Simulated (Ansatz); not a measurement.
Input for Ansatz (a program for electronic structure): R-RI-MP2/def2-QZVPPD on AlAsH6 (a complex). Files ending in .json are basis or fitting sets from the Basis Set Exchange. The run froze 19 orbitals, filled d shells among them.

Ansatz 0.2 input:
```yaml
crystal:
  periodic: [false, false, false]
  atoms:
    - {symbol: Al, position_ang: [0.28219905, 0.62545735, 0.56096258]}
    - {symbol: H, position_ang: [-0.54047815, -0.29260812, -0.44148129]}
    - {symbol: H, position_ang: [-0.24747156, 2.09128831, 0.86980076]}
    - {symbol: H, position_ang: [1.81159463, 0.28935591, 0.83026113]}
    - {symbol: As, position_ang: [-0.65179306, -0.48964184, 2.79867666]}
    - {symbol: H, position_ang: [-0.18668835, 0.01034062, 4.14651243]}
    - {symbol: H, position_ang: [-0.43267756, -1.96111832, 3.06276176]}
    - {symbol: H, position_ang: [-2.13310047, -0.46808486, 3.09571185]}
basis:
  gaussian:
    orbitals: def2-QZVPPD.json
    fitting: {mean_field: def2-universal-JKFIT, correlation: def2-QZVPPD-RIFIT.json}
magnetization: {spin_polarized: false}
correlation: {method: mp2, electrons: outside_noble_gas}
scf: {lower_state_search: off}
```

The log:

```
WARN ansatz: RAYON_NUM_THREADS=2 ignored (pool sized by the plan → 2); use --threads N
Functional definition: HF
these checks for a lower state are left out or cut short: stability, starts, cluster_reference, orbital_swaps, neighbouring_geometries, increment
integrals: 0.54 GiB planned
502 factors; integrals over basis functions are off by at most 3.1e0 eV
mean field: 0.87 GiB planned
mean field evaluation 1: about -67473.1879 eV, gradient 1.5e1 eV
mean field evaluation 2: about -67474.3238 eV, gradient 5.2e0 eV
mean field evaluation 4: about -67474.4465 eV, gradient 5.4e-1 eV
mean field -67474.44663433 eV, -2479.6401779890 hartree, gradient 1.0e-6 eV, S^2 0.000000; 0 other end points of the search recorded, 0 dependent functions left out
19 core orbitals not correlated
887 factors; their error is unknown
reference -67474.44663433 eV, -2479.6401779890 hartree; 7, 7 occupied and 343, 343 virtual orbitals, 887 factors
second order -7.50803308 eV of doubles, -0.00000000 eV of singles
Total energy: -67481.95466741 eV, -2479.9160931155 hartree
Checks for a lower state left out: stability, starts, cluster_reference, orbital_swaps, neighbouring_geometries, increment
```

Self-consistency was reached.

Cost: roughly 7 core-seconds.
